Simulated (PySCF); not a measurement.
## Electron correlation in Cu⁺ (copper, charge +1)

[Ar] 3d9 4p1, one real determinant (an excited configuration). Calculation: PySCF 2.14, in x2c-TZVPPall (6s5p4d2f1g, 64 functions); scalar relativity by spin-free X2C-1e. Frozen: [Ar]; 10 electrons correlated.

| level | correlation energy (mhartree) |
| --- | --- |
| CCSD | -319.40 |
| (T) | -8.17 |
| CCSD(T) | -327.57 |

Diagnostics: T1 = 0.011, D1 = 0.0283, largest double amplitude 0.034.

The real determinant used has ⟨L²⟩ near 8 against 12 for a pure F term, so it mixes terms.

Cost of the coupled-cluster step: about 17 core-seconds, for 10 correlated electrons.

Iterations:

```
CC2 = 0
CCSD nocc = (np.int64(6), np.int64(4)), nmo = (55, 55)
frozen orbitals [[0, 1, 2, 3, 4, 5, 6, 7, 8], [0, 1, 2, 3, 4, 5, 6, 7, 8]]
max_cycle = 100
direct = 0
conv_tol = 1e-08
conv_tol_normt = 1e-06
diis_space = 8
diis_start_cycle = 0
Init t2, MP2 energy = -0.341889047115819
Init E_corr(UCCSD) = -0.341889047127075
cycle = 1  E_corr(UCCSD) = -0.311335386095567  dE = 0.030553661  norm(t1,t2) = 0.0603032
cycle = 2  E_corr(UCCSD) = -0.320010921028358  dE = -0.00867553493  norm(t1,t2) = 0.0219412
cycle = 3  E_corr(UCCSD) = -0.318698085399797  dE = 0.00131283563  norm(t1,t2) = 0.0109664
cycle = 4  E_corr(UCCSD) = -0.319146334723189  dE = -0.000448249323  norm(t1,t2) = 0.00479938
cycle = 5  E_corr(UCCSD) = -0.319313955202221  dE = -0.000167620479  norm(t1,t2) = 0.00249823
cycle = 6  E_corr(UCCSD) = -0.319324860122649  dE = -1.09049204e-05  norm(t1,t2) = 0.00214622
cycle = 7  E_corr(UCCSD) = -0.319306890424116  dE = 1.79696985e-05  norm(t1,t2) = 0.0016396
cycle = 8  E_corr(UCCSD) = -0.319394550958931  dE = -8.76605348e-05  norm(t1,t2) = 0.000869094
cycle = 9  E_corr(UCCSD) = -0.319411796698675  dE = -1.72457397e-05  norm(t1,t2) = 0.00237049
cycle = 10  E_corr(UCCSD) = -0.319394720744644  dE = 1.7075954e-05  norm(t1,t2) = 0.000349149
cycle = 11  E_corr(UCCSD) = -0.31939681696213  dE = -2.09621749e-06  norm(t1,t2) = 0.000116694
cycle = 12  E_corr(UCCSD) = -0.319401308975433  dE = -4.4920133e-06  norm(t1,t2) = 4.5589e-05
cycle = 13  E_corr(UCCSD) = -0.319399711163218  dE = 1.59781221e-06  norm(t1,t2) = 1.88794e-05
cycle = 14  E_corr(UCCSD) = -0.319400576889207  dE = -8.65725989e-07  norm(t1,t2) = 7.56067e-06
cycle = 15  E_corr(UCCSD) = -0.319400364969946  dE = 2.11919261e-07  norm(t1,t2) = 4.10757e-06
cycle = 16  E_corr(UCCSD) = -0.319400316066039  dE = 4.89039075e-08  norm(t1,t2) = 1.69491e-06
cycle = 17  E_corr(UCCSD) = -0.319400356783151  dE = -4.07171127e-08  norm(t1,t2) = 6.83616e-07
cycle = 18  E_corr(UCCSD) = -0.31940035790356  dE = -1.12040888e-09  norm(t1,t2) = 9.85021e-07
UCCSD converged
E(UCCSD) = -1652.98923661408  E_corr = -0.3194003579035603
UCCSD(T) correction = -0.00816815585184329
```

The basis was made for the ground configuration and has no added diffuse functions, which can raise the energy of the promoted electron.

The reference is one real determinant that mixes LS terms of this configuration.
